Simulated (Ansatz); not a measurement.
Ansatz (a first-principles code) job for Al(Me)(OH)2 (CH5AlO2), SMILES [CH3][Al]([OH])[OH], PBE-D3(BJ)/def2-SVP. 

Ansatz 0.2 input:
```yaml
crystal:
  periodic: [false, false, false]
  atoms:
    - {symbol: Al, position_ang: [0.04719940, -0.00486937, -0.00000000]}
    - {symbol: C, position_ang: [-1.88841441, -0.00106052, 0.00000000]}
    - {symbol: H, position_ang: [-2.26735682, 1.03552346, 0.00000000]}
    - {symbol: H, position_ang: [-2.29714583, -0.49704405, -0.89470774]}
    - {symbol: H, position_ang: [-2.29714583, -0.49704405, 0.89470776]}
    - {symbol: O, position_ang: [0.87194107, -0.00027250, -1.49332819]}
    - {symbol: H, position_ang: [1.81374284, 0.01629477, -1.66641802]}
    - {symbol: O, position_ang: [0.87194108, -0.00027250, 1.49332818]}
    - {symbol: H, position_ang: [1.81374285, 0.01629478, 1.66641801]}
basis:
  gaussian:
    orbitals: def2-SVP
hamiltonian:
  xc: pbe
  dispersion: d3bj
relax: {f_tol: 0.002, max_steps: 200}
```

Output:

```
Functional definition: PBE
integrals: 0.03 GiB planned
927 factors; their error is unknown
mean field: 0.19 GiB planned
mean field evaluation 1: about -11778.2673 eV, gradient 9.7e1 eV
mean field evaluation 2: about -11726.9769 eV, gradient 1.8e2 eV
mean field evaluation 4: about -11796.3815 eV, gradient 1.4e1 eV
mean field evaluation 8: about -11796.8482 eV, gradient 5.7e-2 eV
mean field evaluation 16: about -11796.8112 eV, gradient 9.2e-6 eV
mean field -11796.81116432 eV, -433.5248141228 hartree, gradient 8.8e-6 eV, S^2 0.000000; 0 other end points of the search recorded, 0 dependent functions left out
the calculation of the forces begins
reference -11796.81120226 eV, -433.5248155173 hartree; 20, 20 occupied and 65, 65 virtual orbitals, 927 factors
relax step   1: F+E_penalty+E_count = -11796.93857194 eV  Δ(F+E_penalty+E_count) = +0.000e0 eV  max|allowed force component| = 4.900e-1 eV/Å  Δτ_max = 0.0000 Å  (28 SCF iters, accepted)
these checks for a lower state are left out or cut short: starts, cluster_reference, orbital_swaps, neighbouring_geometries, increment
integrals: 0.03 GiB planned
927 factors; their error is unknown
mean field: 0.19 GiB planned
mean field -11796.82244940 eV, -433.5252288418 hartree, gradient 2.2e-5 eV, S^2 0.000000; 0 other end points of the search recorded, 0 dependent functions left out
the calculation of the forces begins
reference -11796.82248740 eV, -433.5252302386 hartree; 20, 20 occupied and 65, 65 virtual orbitals, 927 factors
relax step   2: F+E_penalty+E_count = -11796.94955785 eV  Δ(F+E_penalty+E_count) = -1.099e-2 eV  max|allowed force component| = 2.163e-1 eV/Å  Δτ_max = 0.0126 Å  (30 SCF iters, accepted)
these checks for a lower state are left out or cut short: starts, cluster_reference, orbital_swaps, neighbouring_geometries, increment
integrals: 0.03 GiB planned
927 factors; their error is unknown
mean field: 0.19 GiB planned
mean field evaluation 32: about -11796.8260 eV, gradient 2.3e-5 eV
mean field -11796.82603929 eV, -433.5253607678 hartree, gradient 2.3e-5 eV, S^2 0.000000; 0 other end points of the search recorded, 0 dependent functions left out
the calculation of the forces begins
reference -11796.82607730 eV, -433.5253621650 hartree; 20, 20 occupied and 65, 65 virtual orbitals, 927 factors
relax step   3: F+E_penalty+E_count = -11796.95289797 eV  Δ(F+E_penalty+E_count) = -3.340e-3 eV  max|allowed force component| = 7.231e-2 eV/Å  Δτ_max = 0.0118 Å  (29 SCF iters, accepted)
these checks for a lower state are left out or cut short: starts, cluster_reference, orbital_swaps, neighbouring_geometries, increment
integrals: 0.03 GiB planned
927 factors; their error is unknown
mean field: 0.19 GiB planned
mean field -11796.82806712 eV, -433.5254352893 hartree, gradient 2.3e-5 eV, S^2 0.000000; 0 other end points of the search recorded, 0 dependent functions left out
the calculation of the forces begins
reference -11796.82810513 eV, -433.5254366862 hartree; 20, 20 occupied and 65, 65 virtual orbitals, 927 factors
relax step   4: F+E_penalty+E_count = -11796.95514394 eV  Δ(F+E_penalty+E_count) = -2.246e-3 eV  max|allowed force component| = 3.683e-2 eV/Å  Δτ_max = 0.0295 Å  (29 SCF iters, accepted)
these checks for a lower state are left out or cut short: starts, cluster_reference, orbital_swaps, neighbouring_geometries, increment
integrals: 0.03 GiB planned
927 factors; their error is unknown
mean field: 0.19 GiB planned
mean field -11796.82780340 eV, -433.5254255977 hartree, gradient 2.3e-5 eV, S^2 0.000000; 0 other end points of the search recorded, 0 dependent functions left out
the calculation of the forces begins
reference -11796.82784142 eV, -433.5254269950 hartree; 20, 20 occupied and 65, 65 virtual orbitals, 927 factors
relax step   5: F+E_penalty+E_count = -11796.95488073 eV  Δ(F+E_penalty+E_count) = +2.632e-4 eV  max|allowed force component| = 8.509e-2 eV/Å  Δτ_max = 0.0225 Å  (29 SCF iters, rejected (line search))
these checks for a lower state are left out or cut short: starts, cluster_reference, orbital_swaps, neighbouring_geometries, increment
integrals: 0.03 GiB planned
927 factors; their error is unknown
mean field: 0.19 GiB planned
mean field -11796.82838242 eV, -433.5254468763 hartree, gradient 2.2e-5 eV, S^2 0.000000; 0 other end points of the search recorded, 0 dependent functions left out
the calculation of the forces begins
reference -11796.82842043 eV, -433.5254482732 hartree; 20, 20 occupied and 65, 65 virtual orbitals, 927 factors
relax step   6: F+E_penalty+E_count = -11796.95548306 eV  Δ(F+E_penalty+E_count) = -3.391e-4 eV  max|allowed force component| = 1.000e-2 eV/Å  Δτ_max = 0.0109 Å  (29 SCF iters, accepted)
these checks for a lower state are left out or cut short: starts, cluster_reference, orbital_swaps, neighbouring_geometries, increment
integrals: 0.03 GiB planned
927 factors; their error is unknown
mean field: 0.19 GiB planned
mean field evaluation 64: about -11796.8284 eV, gradient 2.2e-5 eV
mean field -11796.82841239 eV, -433.5254479777 hartree, gradient 2.2e-5 eV, S^2 0.000000; 0 other end points of the search recorded, 0 dependent functions left out
the calculation of the forces begins
reference -11796.82845041 eV, -433.5254493752 hartree; 20, 20 occupied and 65, 65 virtual orbitals, 927 factors
relax step   7: F+E_penalty+E_count = -11796.95552493 eV  Δ(F+E_penalty+E_count) = -4.187e-5 eV  max|allowed force component| = 1.822e-2 eV/Å  Δτ_max = 0.0118 Å  (29 SCF iters, accepted)
these checks for a lower state are left out or cut short: starts, cluster_reference, orbital_swaps, neighbouring_geometries, increment
integrals: 0.03 GiB planned
927 factors; their error is unknown
mean field: 0.19 GiB planned
mean field -11796.82843016 eV, -433.5254486310 hartree, gradient 2.3e-5 eV, S^2 0.000000; 0 other end points of the search recorded, 0 dependent functions left out
the calculation of the forces begins
reference -11796.82846818 eV, -433.5254500282 hartree; 20, 20 occupied and 65, 65 virtual orbitals, 927 factors
relax step   8: F+E_penalty+E_count = -11796.95556412 eV  Δ(F+E_penalty+E_count) = -3.919e-5 eV  max|allowed force component| = 8.011e-3 eV/Å  Δτ_max = 0.0018 Å  (23 SCF iters, accepted)
these checks for a lower state are left out or cut short: starts, cluster_reference, orbital_swaps, neighbouring_geometries, increment
integrals: 0.03 GiB planned
927 factors; their error is unknown
mean field: 0.19 GiB planned
mean field -11796.82843113 eV, -433.5254486664 hartree, gradient 6.6e-5 eV, S^2 0.000000; 0 other end points of the search recorded, 0 dependent functions left out
the calculation of the forces begins
reference -11796.82846915 eV, -433.5254500636 hartree; 20, 20 occupied and 65, 65 virtual orbitals, 927 factors
relax step   9: F+E_penalty+E_count = -11796.95556560 eV  Δ(F+E_penalty+E_count) = -1.478e-6 eV  max|allowed force component| = 7.034e-4 eV/Å  Δτ_max = 0.0004 Å  (19 SCF iters, accepted)
integrals: 0.03 GiB planned
927 factors; their error is unknown
mean field: 0.19 GiB planned
mean field evaluation 96: about -11796.8284 eV, gradient 8.3e-6 eV
mean field -11796.82843113 eV, -433.5254486664 hartree, gradient 6.6e-5 eV, S^2 0.000000; 1 other end points of the search recorded, 0 dependent functions left out
the calculation of the forces begins
reference -11796.82846915 eV, -433.5254500636 hartree; 20, 20 occupied and 65, 65 virtual orbitals, 927 factors
Total energy: -11796.95560362 eV, -433.5301221692 hartree
Atom 0 at     0.050850    -0.005211    -0.000000 Å, force    -0.000052     0.000078     0.000000 eV/Å
Atom 1 at    -1.893674    -0.000646     0.000000 Å, force     0.000116    -0.000703     0.000000 eV/Å
Atom 2 at    -2.273969     1.042723     0.000000 Å, force    -0.000388     0.000603    -0.000000 eV/Å
Atom 3 at    -2.302582    -0.500344    -0.900941 Å, force     0.000181     0.000057     0.000203 eV/Å
Atom 4 at    -2.302582    -0.500344     0.900941 Å, force     0.000181     0.000057    -0.000203 eV/Å
Atom 5 at     0.867196    -0.001475    -1.515904 Å, force    -0.000072     0.000057    -0.000023 eV/Å
Atom 6 at     1.828035     0.017161    -1.637006 Å, force     0.000053    -0.000104    -0.000040 eV/Å
Atom 7 at     0.867196    -0.001475     1.515904 Å, force    -0.000072     0.000057     0.000023 eV/Å
Atom 8 at     1.828035     0.017161     1.637006 Å, force     0.000053    -0.000104     0.000040 eV/Å
Dipole moment:     0.398799     0.016848     0.000000 e Å
```

The run converged.
